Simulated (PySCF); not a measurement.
This PySCF input asks for the NMR shieldings of `C1C[Si@@](CB)(N)N1C`, C4H13BN2Si; the geometry comes from GFN2-xTB.

```python
import basis_set_exchange as bse
import numpy as np
from pyscf import gto, dft
from pyscf.prop import nmr

atoms = """
B     2.364059    0.176010    1.256076
C     2.022393   -0.616280   -0.014461
Si    0.372111    0.171411   -0.588642
N     0.783536    1.758284   -1.121357
C    -0.821181   -0.740225   -1.771887
C    -1.854550   -0.750939   -0.644321
N    -1.029479   -0.120186    0.371304
C    -1.513426    0.095563    1.702947
H     2.023935   -0.202433    2.310555
H     2.933329    1.198689    1.179236
H     2.717123   -0.484965   -0.838193
H     1.853560   -1.678408    0.134077
H     0.090269    2.400650   -1.467911
H     1.572317    2.241203   -0.727775
H    -0.544565   -1.735442   -2.100136
H    -1.137112   -0.171606   -2.638438
H    -2.748634   -0.156586   -0.866677
H    -2.174872   -1.754912   -0.346474
H    -2.373503    0.776781    1.705511
H    -1.825742   -0.849325    2.162405
H    -0.718489    0.532214    2.303690
"""
names = dict.fromkeys(["B", "C", "Si", "N", "H"], "pcSseg-1")
basis = {el: gto.basis.parse(bse.get_basis(n, elements=[el], fmt="nwchem")) for el, n in names.items()}
mol = gto.M(atom=atoms, basis=basis, charge=0, verbose=0)
mf = dft.RKS(mol, xc="PBE0")
mf.grids.level = 2
mf.grids.alignment = dft.numint.BLKSIZE   # the property module wants whole blocks of grid points
mf.conv_tol = 1e-9
mf.kernel()

calc = nmr.RKS(mf)   # GIAO
C = mf.mo_coeff
Co = C[:, mf.mo_occ > 0]
resp = mf.gen_response(singlet=True, hermi=2)
def vind(x):   # induced exchange potential for any number of trial vectors
    d = np.einsum("pi,xij,qj->xpq", C, 2 * x.reshape(-1, C.shape[1], Co.shape[1]), Co, optimize=True)
    return np.einsum("xpq,pi,qj->xij", resp(d - d.transpose(0, 2, 1)), C, Co, optimize=True).ravel()
mo1, _ = nmr.rhf.solve_mo1(calc, with_cphf=vind)
sigma = calc.kernel(mo1)
for i, s in enumerate(sigma):   # ppm
    print("%2d %-2s %9.2f" % (i, mol.atom_pure_symbol(i), np.trace(s) / 3))
```

Task: What does it print?

Result: 
```
 0 B      20.60
 1 C     144.12
 2 Si    359.81
 3 N     216.65
 4 C     167.30
 5 C     138.29
 6 N     194.71
 7 C     150.35
 8 H      23.95
 9 H      24.22
10 H      29.12
11 H      29.34
12 H      30.68
13 H      30.18
14 H      30.19
15 H      30.42
16 H      28.66
17 H      28.66
18 H      29.17
19 H      29.12
20 H      29.40
```

These numbers come from an equivalent density-fitted implementation of the same equations, which agrees with the script to about 0.01 ppm for H and up to a few tenths of a ppm for heavy atoms, so last digits may differ.

Size and cost of the density-fitted run: 208 basis functions, 86 s wall time on 1 thread of an Arm Neoverse N1, shared host; peak memory 1 GiB.
